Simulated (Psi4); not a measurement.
**ZrBrCl3 (SMILES [Cl][Zr]([Cl])([Cl])[Br]): methods side by side**

ZrBrCl3 has 5 atoms, charge 0, and is taken as a singlet. As SMILES, `[Cl][Zr]([Cl])([Cl])[Br]`. Geometry: optimised at PBE0/def2-TZVP.

Each level gives the HOMO–LUMO gap (eV). The values are calculated.

```
                                                 level                    kind  program  value (eV)
   PBE-D4/def2-TZVPP (density fitting, core potential)                     GGA     Psi4        4.49
r2SCAN-D4/def2-TZVPP (density fitting, core potential)                meta-GGA     Psi4        4.95
 B3LYP-D4/def2-TZVPP (density fitting, core potential)           global hybrid     Psi4        6.07
  PBE0-D4/def2-TZVPP (density fitting, core potential)           global hybrid     Psi4        6.52
  wB97M-V/def2-TZVPP (density fitting, core potential)  range-separated hybrid     Psi4       10.76
```

The values span 4.49 to 10.76 eV. Orbital gaps aren't excitation energies; they tend to grow with the share of exact exchange.
